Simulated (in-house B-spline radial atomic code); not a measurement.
Results of a calculation; reference values are marked as such.
**Quantum size effects in thin Li films (stabilised jellium)**

The positive ions are smeared into a uniform slab; the electrons are solved self-consistently in the LDA (PW92) on a fine grid across the film. Stabilised jellium adds, inside the slab, the constant potential −n de/dn that makes the bulk stable at the metal's density. No lattice, so no dependence on crystal face. Atomic units unless named. The table is for the stabilised model.

Li: 1 valence electron per atom, density 0.534 g/cm³, mass 6.94 u, so r_s = 3.26 bohr.

```json
{"thickness (nm)": "0.423", "in Fermi wavelengths": "0.750", "filled subbands": "2", "work function (eV)": "3.559", "surface energy (J/m²)": "0.330"}
{"thickness (nm)": "0.494", "in Fermi wavelengths": "0.875", "filled subbands": "2", "work function (eV)": "3.499", "surface energy (J/m²)": "0.300"}
{"thickness (nm)": "0.565", "in Fermi wavelengths": "1.000", "filled subbands": "2", "work function (eV)": "3.240", "surface energy (J/m²)": "0.287"}
{"thickness (nm)": "0.636", "in Fermi wavelengths": "1.125", "filled subbands": "3", "work function (eV)": "3.305", "surface energy (J/m²)": "0.318"}
{"thickness (nm)": "0.706", "in Fermi wavelengths": "1.250", "filled subbands": "3", "work function (eV)": "3.475", "surface energy (J/m²)": "0.319"}
{"thickness (nm)": "0.777", "in Fermi wavelengths": "1.375", "filled subbands": "3", "work function (eV)": "3.445", "surface energy (J/m²)": "0.301"}
{"thickness (nm)": "0.847", "in Fermi wavelengths": "1.500", "filled subbands": "3", "work function (eV)": "3.297", "surface energy (J/m²)": "0.295"}
{"thickness (nm)": "0.918", "in Fermi wavelengths": "1.625", "filled subbands": "4", "work function (eV)": "3.318", "surface energy (J/m²)": "0.314"}
{"thickness (nm)": "0.989", "in Fermi wavelengths": "1.750", "filled subbands": "4", "work function (eV)": "3.436", "surface energy (J/m²)": "0.314"}
{"thickness (nm)": "1.059", "in Fermi wavelengths": "1.875", "filled subbands": "4", "work function (eV)": "3.420", "surface energy (J/m²)": "0.303"}
{"thickness (nm)": "1.130", "in Fermi wavelengths": "2.000", "filled subbands": "4", "work function (eV)": "3.323", "surface energy (J/m²)": "0.299"}
{"thickness (nm)": "1.200", "in Fermi wavelengths": "2.125", "filled subbands": "5", "work function (eV)": "3.330", "surface energy (J/m²)": "0.312"}
{"thickness (nm)": "1.271", "in Fermi wavelengths": "2.250", "filled subbands": "5", "work function (eV)": "3.415", "surface energy (J/m²)": "0.311"}
```

Q: At what steps in thickness do new subbands fill, and why?

A: λ_F = 2π/k_F = 10.673 bohr = 0.565 nm. New subbands appear by 1.125, 1.625, 2.125 λ_F, each within the grid step of 1/8 λ_F; the true step is half a wavelength (0.282 nm), since a level crosses E_F each time one more half wave at k_F fits across the film.

Q: How large is the oscillation of the work function here?

A: It runs from 3.240 to 3.559 eV over the table, 0.32 eV within the first four rows and 0.10 eV within the last four, about a thick-film value of 3.37 eV. The grid can skip the cusp where a subband opens, so the true swing can be larger; measurement on the bulk metal gives 2.9 eV.

Q: The film of 12.01 bohr has subband bottoms at -7.507, -5.915, -3.567 eV, measured from the vacuum level. Show that these levels and neutrality give the work function in the table.

A: Each subband holds (E_F − ε_j)/π electrons per bohr², spin included. Neutrality needs n L = 0.0068906 × 12.01 = 0.08276, and π n L × 27.2114 = 7.075 eV. So E_F = (π n L + Σ ε_j)/3 = (7.075 + (-16.989))/3 = -3.305 eV, and the work function is 3.305 eV.
